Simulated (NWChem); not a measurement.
The numbers come from NWChem runs, not from measurements. System: HOZn (+1), charge 1, spin multiplicity 1, at a geometry optimised with B3LYP/def2-SVP. The structure started from a generated list of species. Level: EOM-CCSD/def2-SVPD, 10 core orbitals frozen.

Output (cleaned and shortened):

```
             Northwest Computational Chemistry Package (NWChem) 7.3.0
             --------------------------------------------------------

                                NWChem Input Module
                                -------------------

 Scaling coordinates for geometry "geometry" by  1.889725989
 (inverse scale =  0.529177249)

 Turning off AUTOSYM since
 SYMMETRY directive was detected!

                             Geometry "geometry" -> ""
                             -------------------------

 Output coordinates in angstroms (scale by  1.889725989 to convert to a.u.)

  No.       Tag          Charge          X              Y              Z
 ---- ---------------- ---------- -------------- -------------- --------------
    1 Zn                  30.0000     0.13559200    -0.39731600     0.00000000
    2 O                    8.0000    -0.34444600     1.30918700     0.00000000
    3 H                    1.0000    -1.31218800     1.44599800     0.00000000

 Effective nuclear repulsion energy (a.u.)      82.7466439591

            Nuclear Dipole moment (a.u.)
            ----------------------------
        X                 Y               Z
 ---------------- ---------------- ----------------
     0.0000075589     0.0000264562     0.0000000000

      Symmetry information
      --------------------

 Group name             Cs
 Group number              2
 Group order               2
 No. of unique centers     3

      Symmetry unique atoms

     1    2    3


 Summary of "ao basis" -> "" (spherical)
 ------------------------------------------------------------------------------
       Tag                 Description            Shells   Functions and Types
 ---------------- ------------------------------  ------  ---------------------
 *                         def2-svpd                  on all atoms

 Summary of "ao basis" -> "ao basis" (spherical)
 ------------------------------------------------------------------------------
       Tag                 Description            Shells   Functions and Types
 ---------------- ------------------------------  ------  ---------------------
 Zn                        def2-svpd                12       34   5s4p2d1f
 O                         def2-svpd                 9       23   4s3p2d
 H                         def2-svpd                 4        8   2s2p

                                 NWChem SCF Module
                                 -----------------
[...]
 =========================================
 Excited-state calculation ( a"  symmetry)
 =========================================
 Dim. of EOMCC iter. space      500

 EOMCCSD SOLVER TYPE  1
  maxdiff =   0.53343170323843647

 No. of initial right vectors    2

 EOM-CCSD right-hand side iterations
 --------------------------------------------------------------
      Residuum       Omega / hartree  Omega / eV    Cpu    Wall
 --------------------------------------------------------------

 Iteration   1 using    2 trial vectors
   0.7296646221241   0.2667198705501    7.25782
   0.6887064446961   0.4284368344219   11.65836     0.9     0.9

 Iteration   2 using    4 trial vectors
   0.1614243595240   0.1132094876169    3.08059
   0.1308263313003   0.2690965030964    7.32249     0.9     0.9

 Iteration   3 using    6 trial vectors
   0.0580780255581   0.1018990740513    2.77282
   0.0702840956741   0.2579047135412    7.01795     0.6     0.6

 Iteration   4 using    8 trial vectors
   0.0287182923790   0.1004415610691    2.73316
   0.0379845583332   0.2532179584485    6.89041     0.6     0.6

 Iteration   5 using   10 trial vectors
   0.0105274583370   0.0997643036588    2.71473
   0.0133663794939   0.2520818106399    6.85950     0.6     0.6

 Iteration   6 using   12 trial vectors
   0.0046397099856   0.0994691178037    2.70669
   0.0045396334977   0.2517009995699    6.84914     0.6     0.6

 Iteration   7 using   14 trial vectors
   0.0018401770393   0.0993810592755    2.70430
   0.0018938785249   0.2516466755432    6.84766     0.6     0.6

 Iteration   8 using   16 trial vectors
   0.0008491947001   0.0993983584661    2.70477
   0.0013451391190   0.2516526716742    6.84782     0.6     0.6

 Iteration   9 using   18 trial vectors
   0.0002945407830   0.0994024499848    2.70488
   0.0009711968377   0.2516518123705    6.84780     0.9     0.9

 Iteration  10 using   20 trial vectors
   0.0001019551553   0.0994027402038    2.70489
   0.0005219943615   0.2516498393348    6.84774     0.9     0.9

 Iteration  11 using   22 trial vectors
   0.0000329020471   0.0994029274645    2.70489
   0.0003277469951   0.2516563915262    6.84792     0.8     0.8

 Iteration  12 using   24 trial vectors
   0.0000138496422   0.0994031772792    2.70490
   0.0001996803639   0.2516536331836    6.84785     0.7     0.7

 Iteration  13 using   26 trial vectors
   0.0000052194836   0.0994031231543    2.70490
   0.0000980044688   0.2516519076726    6.84780     0.7     0.7

 Iteration  14 using   27 trial vectors
   0.0000046745843   0.0994031093176    2.70490
   0.0000421503728   0.2516521403366    6.84781     0.3     0.3

 Iteration  15 using   28 trial vectors
   0.0000045717105   0.0994031034575    2.70490
   0.0000220543548   0.2516522259735    6.84781     0.4     0.4

 Iteration  16 using   29 trial vectors
   0.0000044505742   0.0994031016141    2.70490
   0.0000143064751   0.2516522894766    6.84781     0.4     0.4

 Iteration  17 using   30 trial vectors
   0.0000042888583   0.0994031036195    2.70490
   0.0000115784537   0.2516522137287    6.84781     0.4     0.4

 Iteration  18 using   31 trial vectors
   0.0000041651239   0.0994031021387    2.70490
   0.0000098505454   0.2516522289210    6.84781     0.4     0.4
 --------------------------------------------------------------
 Iterations converged
 ------------------

 Excited state root  1
 Excitation energy / hartree =        0.099403102138676
                   / eV      =        2.704897185864274
 largest EOMCCSD amplitudes: R1 and R2

 Singles contributions
    20a'  (alpha) ---    19a"  (alpha)        0.8930820599
    23a'  (alpha) ---    19a"  (alpha)       -0.1208502541
    24a'  (alpha) ---    19a"  (alpha)       -0.1220439443

 Doubles contributions
    20a'  (alpha)    20a'  (beta ) ---    18a'  (alpha)    19a"  (beta )        0.1438468775
    20a'  (alpha)    20a'  (beta ) ---    19a"  (alpha)    18a'  (beta )        0.1438468775
 ------------------

 Excited state root  2
 Excitation energy / hartree =        0.251652228920951
                   / eV      =        6.847808480615863
 largest EOMCCSD amplitudes: R1 and R2

 Singles contributions
    21a'  (alpha) ---    19a"  (alpha)       -0.8702949473
    26a'  (alpha) ---    19a"  (alpha)        0.2546522061

 Doubles contributions
    20a'  (alpha)    21a'  (beta ) ---    18a'  (alpha)    19a"  (beta )       -0.1106944919
    21a'  (alpha)    20a'  (beta ) ---    19a"  (alpha)    18a'  (beta )       -0.1106944919

 Task  times  cpu:       41.1s     wall:       41.1s

 Total times  cpu:       41.1s     wall:       41.1s
```

Question: Write an NWChem input that would produce this output.

Answer: One answer among several that fit: 
```
start mol
memory heap 100 mb stack 700 mb global 1900 mb
charge 1
geometry units angstroms nocenter noautoz
  Zn     0.135592    -0.397316     0.000000
  O     -0.344446     1.309187     0.000000
  H     -1.312188     1.445998     0.000000
  symmetry group Cs
end
basis spherical
  * library def2-svpd
end
scf
  rhf
  nopen 0
  maxiter 100
  thresh 1e-7
  semidirect memsize 60000000 filesize 0
end
tce
  freeze core 10
  ccsd
  nroots 2
  2eorb
  2emet 13
  thresh 1e-5
  maxiter 200
  tilesize 24
end
task tce energy
```
